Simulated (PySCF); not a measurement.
PySCF input file for silolane (C4H10Si), SMILES C1CC[SiH2]C1, TDDFT-PBE/def2-SVPD. The structure is a stationary point at B3LYP-D3(BJ)/def2-SVP. Other conformers were not sampled.

```python
import numpy as np
from pyscf import gto, scf, dft, tdscf

mol = gto.M(
    atom='''
    C    -0.27005655   -0.72073224    1.31661960
    C     0.27005655    0.72073224    1.31661961
    C    -0.13629687    1.40388332   -0.00976878
    Si    0.00000000    0.00000000   -1.29450260
    C     0.13629687   -1.40388332   -0.00976878
    H     0.08622742   -1.28322718    2.19579359
    H    -1.37226094   -0.68877240    1.39062368
    H    -0.08622742    1.28322716    2.19579360
    H     1.37226094    0.68877239    1.39062369
    H    -1.18621597    1.74029908    0.04156039
    H     0.47394417    2.29174226   -0.23456876
    H    -1.20403335   -0.10292506   -2.17299567
    H     1.20403335    0.10292507   -2.17299567
    H     1.18621597   -1.74029908    0.04156039
    H    -0.47394417   -2.29174226   -0.23456877
    ''',
    basis='def2-SVPD',
    charge=0,
    spin=0,
    symmetry=True,
    max_memory=1600,
    verbose=4,
)
mf = dft.RKS(mol, xc='pbe').density_fit(auxbasis='def2-universal-jkfit')
mf.grids.level = 3
mf.conv_tol = 1e-9
mf.max_cycle = 100
mf.kernel()
mf.grids = dft.Grids(mol).set(level=1).build(with_non0tab=True)  # coarser grid for the response kernel
td = tdscf.TDDFT(mf)
td.singlet = True
td.nstates = 10
td.conv_tol = 1e-4
td.positive_eig_threshold = 1e-6
td.kernel(x0=td.get_init_guess(mf, 15))
td.analyze()
tt = tdscf.TDA(mf)
tt.singlet = False
tt.nstates = 4
tt.conv_tol = 1e-4
tt.positive_eig_threshold = 1e-6
tt.kernel(x0=tt.get_init_guess(mf, 9))
tt.analyze(verbose=3)
```

Output:

```
PySCF version 2.14.0

[INPUT] verbose = 4
[INPUT] num. atoms = 15
[INPUT] num. electrons = 48
[INPUT] charge = 0
[INPUT] spin (= nelec alpha-beta = 2S) = 0
[INPUT] symmetry True subgroup None
[INPUT] Mole.unit = angstrom
[INPUT] Symbol           X                Y                Z      unit          X                Y                Z       unit  Magmom
[INPUT]  1 C     -0.270056550000  -0.720732240000   1.316619600000 AA   -0.510332917645  -1.361986542744   2.488050454234 Bohr   0.0
[INPUT]  2 C      0.270056550000   0.720732240000   1.316619610000 AA    0.510332917645   1.361986542744   2.488050473132 Bohr   0.0
[INPUT]  3 C     -0.136296870000   1.403883320000  -0.009768780000 AA   -0.257563755935   2.652954985645  -0.018460318771 Bohr   0.0
[INPUT]  4 Si     0.000000000000   0.000000000000  -1.294502600000 AA    0.000000000000   0.000000000000  -2.446255381537 Bohr   0.0
[INPUT]  5 C      0.136296870000  -1.403883320000  -0.009768780000 AA    0.257563755935  -2.652954985645  -0.018460318771 Bohr   0.0
[INPUT]  6 H      0.086227420000  -1.283227180000   2.195793590000 AA    0.162946208228  -2.424947925798   4.149448511176 Bohr   0.0
[INPUT]  7 H     -1.372260940000  -0.688772400000   1.390623680000 AA   -2.593197348038  -1.301591198159   2.627897897535 Bohr   0.0
[INPUT]  8 H     -0.086227420000   1.283227160000   2.195793600000 AA   -0.162946208228   2.424947888003   4.149448530073 Bohr   0.0
[INPUT]  9 H      1.372260940000   0.688772390000   1.390623690000 AA    2.593197348038   1.301591179262   2.627897916432 Bohr   0.0
[INPUT] 10 H     -1.186215970000   1.740299080000   0.041560390000 AA   -2.241623307885   3.288688636033   0.078537754730 Bohr   0.0
[INPUT] 11 H      0.473944170000   2.291742260000  -0.234568760000 AA    0.895624679634   4.330765219492  -0.443270713779 Bohr   0.0
[INPUT] 12 H     -1.204033350000  -0.102925060000  -2.172995670000 AA   -2.275293276343  -0.194500174754  -4.106366686166 Bohr   0.0
[INPUT] 13 H      1.204033350000   0.102925070000  -2.172995670000 AA    2.275293276343   0.194500193652  -4.106366686166 Bohr   0.0
[INPUT] 14 H      1.186215970000  -1.740299080000   0.041560390000 AA    2.241623307885  -3.288688636033   0.078537754730 Bohr   0.0
[INPUT] 15 H     -0.473944170000  -2.291742260000  -0.234568770000 AA   -0.895624679634  -4.330765219492  -0.443270732676 Bohr   0.0

nuclear repulsion = 236.27717863286
point group symmetry = C2
symmetry origin: [ 4.62592927e-18 -7.87385879e-10 -1.18107873e-09]
symmetry axis x: [ 1.00000000e+00  1.11146749e-09 -6.00525656e-10]
symmetry axis y: [ 1.11146749e-09 -1.00000000e+00  3.80768633e-10]
symmetry axis z: [6.00525656e-10 3.80768622e-10 1.00000000e+00]
num. orbitals of irrep A = 94
num. orbitals of irrep B = 90
number of shells = 82
number of NR pGTOs = 262
number of NR cGTOs = 184
basis = def2-SVPD
ecp = {}


[settings echo left out]
init E= -447.376436914014
HOMO (B) = -0.33760756119485  LUMO (B) = -0.0420416983563836  gap/eV = 8.04276
cycle= 1 E= -447.274185595925  delta_E= 0.102  |g|= 0.562  |ddm|= 4.97
HOMO (B) = -0.169752787503253  LUMO (A) = 0.0168412391064274  gap/eV = 5.07748
cycle= 2 E= -447.067299299871  delta_E= 0.207  |g|= 1.02  |ddm|= 1.76
HOMO (B) = -0.252695498216277  LUMO (A) = -0.00679858027321911  gap/eV = 6.69120
cycle= 3 E= -447.364538286875  delta_E= -0.297  |g|= 0.0778  |ddm|= 1.21
HOMO (B) = -0.251243352302486  LUMO (A) = -0.00644558572344334  gap/eV = 6.66129
cycle= 4 E= -447.36643412443  delta_E= -0.0019  |g|= 0.0178  |ddm|= 0.252
HOMO (B) = -0.25206900187476  LUMO (A) = -0.00718890391560834  gap/eV = 6.66353
cycle= 5 E= -447.366501721954  delta_E= -6.76e-05  |g|= 0.00916  |ddm|= 0.0453
HOMO (B) = -0.252002062654284  LUMO (A) = -0.00703677543390491  gap/eV = 6.66584
cycle= 6 E= -447.366525255756  delta_E= -2.35e-05  |g|= 0.00152  |ddm|= 0.0142
HOMO (B) = -0.251870890264748  LUMO (A) = -0.00700414922391968  gap/eV = 6.66316
cycle= 7 E= -447.366525824026  delta_E= -5.68e-07  |g|= 0.000443  |ddm|= 0.00334
HOMO (B) = -0.25191647081535  LUMO (A) = -0.00701331786531956  gap/eV = 6.66415
cycle= 8 E= -447.366525886989  delta_E= -6.3e-08  |g|= 6.29e-05  |ddm|= 0.00101
HOMO (B) = -0.251914659799809  LUMO (A) = -0.00701439940319393  gap/eV = 6.66408
cycle= 9 E= -447.366525888385  delta_E= -1.4e-09  |g|= 9.28e-06  |ddm|= 0.000186
HOMO (B) = -0.251916084701171  LUMO (A) = -0.00701506947644903  gap/eV = 6.66410
cycle= 10 E= -447.366525888415  delta_E= -2.99e-11  |g|= 1.85e-06  |ddm|= 2.91e-05
HOMO (B) = -0.251915919679325  LUMO (A) = -0.00701498019203362  gap/eV = 6.66409
Extra cycle  E= -447.366525888418  delta_E= -2.73e-12  |g|= 1.55e-06  |ddm|= 8.78e-06
converged SCF energy = -447.366525888418
tot grids = 51856
Overwritten attributes  positive_eig_threshold  of <class 'pyscf.tdscf.rks.CasidaTDDFT'>


******** <class 'pyscf.tdscf.rks.CasidaTDDFT'> for <class 'pyscf.df.df_jk.DFSymAdaptedRKS'> ********
nstates = 10 singlet
deg_eia_thresh = 1.000e-03
wfnsym = None
conv_tol = 0.0001
eigh lindep = 1e-12
eigh level_shift = 0
eigh max_cycle = 100


Excitation energies (eV)
[6.72333325 7.0911645  7.1705811  7.41995476 7.47267065 7.57352749
 7.63410971 7.76192086 7.76351537 7.83711457]

** Singlet excitation energies and oscillator strengths **
Excited State   1:    B      6.72333 eV    184.41 nm  f=0.0037
      24 -> 25        0.70289
Excited State   2:    A      7.09116 eV    174.84 nm  f=0.0414
      23 -> 25       -0.68916
      24 -> 26       -0.14644
Excited State   3:    A      7.17058 eV    172.91 nm  f=0.0434
      23 -> 25       -0.15218
      24 -> 26        0.66783
Excited State   4:    B      7.41995 eV    167.10 nm  f=0.0452
      22 -> 25        0.15364
      23 -> 26        0.66357
      24 -> 28        0.14257
Excited State   5:    B      7.47267 eV    165.92 nm  f=0.0160
      22 -> 25       -0.67873
      23 -> 26        0.13653
Excited State   6:    A      7.57353 eV    163.71 nm  f=0.0090
      21 -> 25       -0.22943
      22 -> 26       -0.16059
      24 -> 27        0.64164
Excited State   7:    A      7.63411 eV    162.41 nm  f=0.0005
      21 -> 25       -0.66392
      24 -> 27       -0.21761
Excited State   8:    B      7.76192 eV    159.73 nm  f=0.0322
      23 -> 26       -0.11523
      24 -> 28        0.64682
      24 -> 29        0.21875
Excited State   9:    A      7.76352 eV    159.70 nm  f=0.0000
      22 -> 26       -0.68336
      24 -> 27       -0.15760
Excited State  10:    B      7.83711 eV    158.20 nm  f=0.0092
      21 -> 26       -0.70100

** Transition electric dipole moments (AU) **
state          X           Y           Z        Dip. S.      Osc.
  1        -0.0197      0.1482     -0.0000      0.0223      0.0037
  2         0.0000     -0.0000      0.4880      0.2381      0.0414
  3         0.0000     -0.0000     -0.4970      0.2470      0.0434
  4         0.0285     -0.4977     -0.0000      0.2485      0.0452
  5         0.2858     -0.0766     -0.0000      0.0875      0.0160
  6        -0.0000     -0.0000      0.2203      0.0485      0.0090
  7         0.0000     -0.0000     -0.0534      0.0029      0.0005
  8        -0.0579      0.4077     -0.0000      0.1696      0.0322
  9        -0.0000      0.0000      0.0003      0.0000      0.0000
 10         0.1929     -0.1039      0.0000      0.0480      0.0092

** Transition velocity dipole moments (imaginary part, AU) **
state          X           Y           Z        Dip. S.      Osc.
  1        -0.0040      0.0381     -0.0000      0.0015      0.0040
  2        -0.0000      0.0000      0.1321      0.0175      0.0447
  3         0.0000      0.0000     -0.1389      0.0193      0.0488
  4         0.0076     -0.1380      0.0000      0.0191      0.0467
  5         0.0812     -0.0208      0.0000      0.0070      0.0171
  6        -0.0000      0.0000      0.0610      0.0037      0.0089
  7         0.0000      0.0000     -0.0171      0.0003      0.0007
  8        -0.0178      0.1226      0.0000      0.0153      0.0359
  9         0.0000     -0.0000      0.0019      0.0000      0.0000
 10         0.0556     -0.0262      0.0000      0.0038      0.0087

** Transition magnetic dipole moments (imaginary part, AU) **
state          X           Y           Z
  1         0.1040     -0.3171      0.0000
  2         0.0000      0.0000     -0.1559
  3         0.0000      0.0000      0.2146
  4         1.5800      0.0403      0.0000
  5        -0.1179      0.8086      0.0000
  6         0.0000      0.0000      0.6169
  7         0.0000      0.0000     -0.2364
  8        -0.7852     -0.3819     -0.0000
  9         0.0000      0.0000      0.9956
 10        -0.2684      0.3614     -0.0000
Overwritten attributes  positive_eig_threshold  of <class 'pyscf.tdscf.rks.TDA'>


******** <class 'pyscf.tdscf.rks.TDA'> for <class 'pyscf.df.df_jk.DFSymAdaptedRKS'> ********
nstates = 4 triplet
deg_eia_thresh = 1.000e-03
wfnsym = None
conv_tol = 0.0001
eigh lindep = 1e-12
eigh level_shift = 0
eigh max_cycle = 100


Excitation energies (eV)
[6.54979585 6.6063412  6.91318202 7.07326741]

** Triplet excitation energies and oscillator strengths **
Excited State   1:    B      6.54980 eV    189.29 nm  f=0.0000
Excited State   2:    A      6.60634 eV    187.67 nm  f=0.0000
Excited State   3:    A      6.91318 eV    179.34 nm  f=0.0000
Excited State   4:    B      7.07327 eV    175.29 nm  f=0.0000
```

The calculation finished and met its thresholds.

Cost: very roughly 80 core-seconds.
